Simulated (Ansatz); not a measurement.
```yaml
crystal:
  periodic: [false, false, false]
  atoms:
    - {symbol: F, position_ang: [2.575386, -4.107604, -1.856676]}
    - {symbol: Al, position_ang: [0.083588, -1.941991, -0.337375]}
    - {symbol: Si, position_ang: [0.966861, 3.332458, 0.051822]}
    - {symbol: S, position_ang: [-3.914091, -4.054862, 1.239809]}
    - {symbol: H, position_ang: [1.357433, 4.651313, -2.920430]}
    - {symbol: H, position_ang: [-1.554489, 4.812798, 1.523794]}
    - {symbol: H, position_ang: [3.678585, 3.916717, 1.792836]}
    - {symbol: H, position_ang: [-2.990433, -6.734450, 0.383458]}
basis:
  gaussian: {orbitals: def2-SVP}
hamiltonian: {xc: {name: SPW92}, pseudopotentials: {relativity: scalar}}
output: {forces: true}
```

```sh
$ ansatz run in.yaml --threads 2 --pin off --events-out ev --progress --plain --max-ram 4352MiB
```

It prints (some lines left out):

```
Functional definition: SPW92
974 factors; their error is unknown
mean field evaluation 1: about -27975.4411 eV, gradient 6.6e1 eV
mean field evaluation 2: about -27322.7826 eV, gradient 1.9e2 eV
mean field evaluation 4: about -27929.6384 eV, gradient 6.3e1 eV
mean field evaluation 8: about -27996.1551 eV, gradient 1.0e1 eV
mean field evaluation 16: about -27996.8191 eV, gradient 3.2e-1 eV
mean field evaluation 32: about -27996.8498 eV, gradient 3.0e-2 eV
mean field evaluation 96: about -27996.8547 eV, gradient 2.2e-2 eV
mean field evaluation 224: about -27996.8563 eV, gradient 3.1e-3 eV
mean field -27996.85631427 eV, -1028.8654925987 hartree, gradient 2.4e-8 eV, S^2 0.000000; 10 other end points of the search recorded, 0 dependent functions left out
reference -27996.85638238 eV, -1028.8654951016 hartree; 28, 28 occupied and 60, 60 virtual orbitals, 974 factors
Total energy: -27996.85638238 eV, -1028.8654951016 hartree
Relativity: scalar
Atom 0 at     2.575386    -4.107604    -1.856676 Å, force    -0.700517     0.610527     0.427223 eV/Å
Atom 1 at     0.083588    -1.941991    -0.337375 Å, force     0.398914    -0.763693    -0.306014 eV/Å
Atom 2 at     0.966861     3.332458     0.051822 Å, force     0.206807     1.172768     0.079607 eV/Å
Atom 3 at    -3.914091    -4.054862     1.239809 Å, force     0.797942    -1.307198    -0.582898 eV/Å
Atom 4 at     1.357433     4.651313    -2.920430 Å, force    -0.137940    -0.460866     1.018527 eV/Å
Atom 5 at    -1.554489     4.812798     1.523794 Å, force     0.863103    -0.518696    -0.505693 eV/Å
Atom 6 at     3.678585     3.916717     1.792836 Å, force    -0.932671    -0.209429    -0.595430 eV/Å
Atom 7 at    -2.990433    -6.734450     0.383458 Å, force    -0.495639     1.476587     0.464678 eV/Å
Dipole moment:    -0.383295     0.500010     0.260460 e Å
```

(1) What is wrong with this run?

Answers

(1) The geometry is stretched to more than twice its size. The calculation finished and met its thresholds. The result belongs to that input, not to the molecule as meant.
